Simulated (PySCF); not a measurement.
Nitrogen: a sound run and one with changed settings

Sound run: N(2+) [He] 2s2 2p1, N(3+) [He] 2s2. All numbers are calculated (PySCF 2.14, the spin-free X2C one-electron Hamiltonian (Gaussian nucleus), in jorge-DZP-DKH). The sound run starts from symmetry-adapted Hartree-Fock orbitals and uses a fine grid where one is needed.

A second run was set up differently.

| species | method | sound run (hartree) | changed run (hartree) | converged |
| --- | --- | --- | --- | --- |
| N(2+) | UHF | -52.83744 | -52.83744 | yes |
| N(2+) | M06-2X | -52.98078 | -53.00075 | yes |
| N(2+) | BP86 | -52.97011 | -52.94500 | yes |
| N(3+) | UHF | -51.10313 | -51.10313 | yes |
| N(3+) | M06-2X | -51.23655 | -51.27037 | yes |
| N(3+) | BP86 | -51.20906 | -51.18527 | yes |

Ionisation energy of N(2+):

```json
{"method": "UHF", "sound run (eV)": "47.193", "changed run (eV)": "47.193"}
{"method": "M06-2X", "sound run (eV)": "47.463", "changed run (eV)": "47.086"}
{"method": "BP86", "sound run (eV)": "47.921", "changed run (eV)": "47.885"}
```

(1) What was changed?
A. minimal basis
B. radial grid too coarse
C. basis contracted for another Hamiltonian
D. too few SCF iterations

## Answers

(1) B. It used radial step 0.8 in ln r (0.13 in the sound run). A coarse radial grid mis-integrates the density and the exchange-correlation energy, with errors of either sign; Hartree-Fock needs no grid.
